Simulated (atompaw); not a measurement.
# Before and after: PAW (atompaw) potential for neon (Ne)

```
Element                 : neon (Ne)
Generator               : atompaw 4.2.0.5
Type                    : PAW
Functional              : PBE
Relativity              : scalar-relativistic
Frozen core             : [He]
Valence charge          : 8
Reference configuration : 2s2 2p6
Partial waves           : 2s (bound): rc 1.60 bohr; 2s channel at -0.8 Ry: rc 1.60 bohr; 2p (bound): rc 1.60 bohr; 2p channel at 0.05 Ry: rc 1.60 bohr
Local potential         : troulliermartins scheme with l = 2 at 0 Ry, radius 1.20 bohr
Core correction         : smooth core density matched at 1.45 bohr
Augmentation charge     : sinc compensation charge, radius 1.45 bohr; PAW radius 1.60 bohr; waves and projectors: modrrkj vanderbiltortho
```

All-electron outer shells of the reference configuration (PBE, scalar-relativistic, ld1.x):

```json
{"shell": "1s", "level (eV)": "-830.80", "outermost node (bohr)": "–", "outermost maximum (bohr)": "0.10"}
{"shell": "2s", "level (eV)": "-36.40", "outermost node (bohr)": "0.22", "outermost maximum (bohr)": "0.68"}
{"shell": "2p", "level (eV)": "-13.33", "outermost node (bohr)": "–", "outermost maximum (bohr)": "0.62"}
```

Change: local potential troulliermartins scheme with l = 2 at 0 Ry, radius 1.46 bohr.

Cutoffs: the cutoffs (Ry, on a coarse ladder) from which the occupation-weighted sum of valence levels, in a spherical-Bessel basis at the reference potential, stays within 10 and 1 mRy of its value at 400 Ry; they do not see the model core or the augmentation charge, which bear on the density cutoff.

Problem. What does the change do?

Solution. The potential gets softer (30 Ry and 50 Ry → 25 Ry and 50 Ry); the bound ghost in s disappears. A state that the projectors do not describe sees the local part alone, so a deeper or shallower local part can create or remove a ghost.

```tsv
quantity	base	changed
cutoff, loose	30 Ry	25 Ry
cutoff, tight	50 Ry	50 Ry
bound ghosts	s	none
s: phases at 1.61 bohr within 0.05 rad from the reference energy up to (Ry; the scan ends near 5)	3.3	2.3
p: phases at 1.61 bohr within 0.05 rad from the reference energy up to (Ry; the scan ends near 5)	n/a	n/a
lowest overlap eigenvalue by channel	s 0.99, p 1.00	s 1.00, p 1.00
```

 A true bound ghost makes a file unfit for plane-wave use even where its test errors are small: the radial tests pick states by their node count and pass the ghost by. The cutoffs see the waves, projectors and local potential, not the compensation charge or the core.
